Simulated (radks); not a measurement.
Initial-state core-level shifts of the holmium ion Ho+ when its valence configuration changes from [Xe] 4f11 6s1. All-electron calculation, scalar-relativistic Kohn-Sham, PBE, spin-unpolarised, spherical densities, finite nucleus; Fermi nuclear charge, rms radius 5.2022 fm. Program: a radial shooting solver on a logarithmic mesh with Libxc functionals. Shifts are changes of the shell-averaged eigenvalues in eV (positive: less bound); the change of the density at the nucleus, which sets a Mossbauer isomer shift, is in e/bohr^3, on a base of 8.473e+05.

valence,1s,3p,5s,5p,density at nucleus
4f12,+6.102,+6.923,+4.810,+4.168,-59.41
4f10 6s2,-8.818,-10.113,-6.271,-5.349,+89.01
4f10 6s1 6p1,-10.192,-11.469,-7.641,-6.683,+44.64
4f10 6s1.5 6p0.5,-9.512,-10.798,-6.963,-6.024,+67.21
4f9.5 5d0.5 6s1 6p1,-13.960,-16.012,-9.681,-8.311,+65.79
4f9 6s2 6p1,-20.636,-23.594,-14.369,-12.353,+155.70
4f11 5d0.5 6s0.5,+0.792,+0.800,+0.896,+0.841,-20.60
4f10 5d1 6s1,-6.620,-7.877,-3.971,-3.218,+35.51
4f11 5d1,+1.475,+1.493,+1.683,+1.581,-39.71
